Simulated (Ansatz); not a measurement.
Program: Ansatz. Geometries: PBE0-D4/def2-TZVP. ΔE: electronic, gas phase. CBS: MP2 limit from def2 TZ/QZ plus the TZ coupled-cluster correction, frozen cores. DFT in def2-TZVPP. HSE06 is defined as in plane-wave codes. Each species was taken in one conformer, which may not be the lowest.

Reaction (redistribution): `BN([SiH3])C=C` + `B/C=N/C` → `BC=NB` + `C=CN(C)[SiH3]`

(1) Is it downhill or uphill in electronic energy at CCSD(T)/CBS, and by how much? (Best estimate.)

(2) What do these levels give: r2SCAN-D4, PBE0-D4, r2SCAN0-D4, HSE06-D4, ωB97M-V, PBE, BLYP, r2SCANh, r2SCAN0, LC-ωPBE, RPA@PBE/def2-TZVPP, HF/def2-SVP? (An estimate is asked.)

(3) What do rigid-rotor, harmonic-oscillator terms from PBE0-D4/def2-TZVP frequencies (298.15 K, 1 bar) make of the CCSD(T)/CBS value? (Best estimate.)

Largest T1 diagnostic among the species: 0.017.

Answers

(1) Computed: Uphill: ΔE = +6.7 kcal/mol.

(2) The calculation gave: r2SCAN-D4 1.9, PBE0-D4 3.2, r2SCAN0-D4 3.7, HSE06-D4 3.1, ωB97M-V 5.4, PBE 0.8, BLYP 1.2, r2SCANh 2.7, r2SCAN0 3.7, LC-ωPBE 4.3, RPA@PBE/def2-TZVPP 8.1, HF/def2-SVP 7.4 kcal/mol.

(3) Ansatz gave: ΔZPE = -0.4 kcal/mol, ΔH = +6.6 kcal/mol, ΔS = 13 J/(mol·K), ΔG = +5.7 kcal/mol.

In def2-TZVPP, CCSD(T) changes the Hartree–Fock value by −1.9 kcal/mol (the triples alone add −0.3 kcal/mol) and MP2 by −2.0 kcal/mol. From BLYP to BHLYP (50 % exact exchange), in def2-TZVPP and without D4, ΔE moves by +4.1 kcal/mol.
